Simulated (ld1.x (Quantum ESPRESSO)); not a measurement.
# boron (B), TM: configuration errors across variants

| Property | Result |
| --- | --- |
| Element | B (Z = 5) |
| Generator | ld1.x (Quantum ESPRESSO) 7.5 |
| Type | norm-conserving Troullier–Martins (Kleinman–Bylander form) |
| Functional | PBEsol |
| Relativity | non-relativistic |
| Frozen core | [He] |
| Valence charge | 3 |
| Reference configuration | 2s2 2p1 |
| Partial waves | 2s (bound): rc 1.15 bohr; 2p (bound): rc 2.10 bohr; 3d channel at 0.05 Ry: rc 2.00 bohr |
| Local potential | the d channel |
| Core correction | none |

All-electron excitation energies from the reference (eV): (1) 2s2 2p0 8.142; (2) 2s1 2p0 33.396; (3) 2s2 2p0.5 2.856; (4) 2s1 2p1 14.259; (5) 2s2 2p1.3 -0.725; (6) 2s0 2p3 11.644; (7) 2s1 2p2 5.813.

Errors AE − PS in meV (a dash: test not solved or not reliable):

```tsv
change	(1)	(2)	(3)	(4)	(5)	(6)	(7)	bound ghosts
base	+27	+113	+3.5	-6.1	+0.3	+3.8	+2.1	none
all radii scaled by about 0.79 (s 0.90, p 1.66, d 1.58 bohr)	+36	+98	+4.4	+2.0	+0.4	+64	+13	none
all radii scaled by about 0.84 (s 0.96, p 1.76, d 1.68 bohr)	+22	+91	+2.5	-2.8	+0.2	+34	+4.3	none
all radii scaled by about 0.93 (s 1.06, p 1.96, d 1.86 bohr)	+24	+101	+3.1	-3.6	+0.3	+17	+5.1	none
all radii scaled by about 1.10 (s 1.26, p 2.30, d 2.20 bohr)	+34	+135	+4.5	-11	+0.4	-7.8	-0.8	none
all radii scaled by about 1.20 (s 1.38, p 2.52, d 2.40 bohr)	+43	+161	+5.7	-16	+0.5	-15	-2.8	none
all radii scaled by about 1.30 (s 1.50, p 2.72, d 2.60 bohr)	+56	+196	+7.6	-22	+0.7	-22	-5.1	none
```

(1) Give the same row for: all radii scaled by about 1.36 (s 1.56, p 2.86, d 2.72 bohr).

Answers

(1) +66, +225, +9.1, -28, +0.8, -30, -7.7; bound ghosts: none.
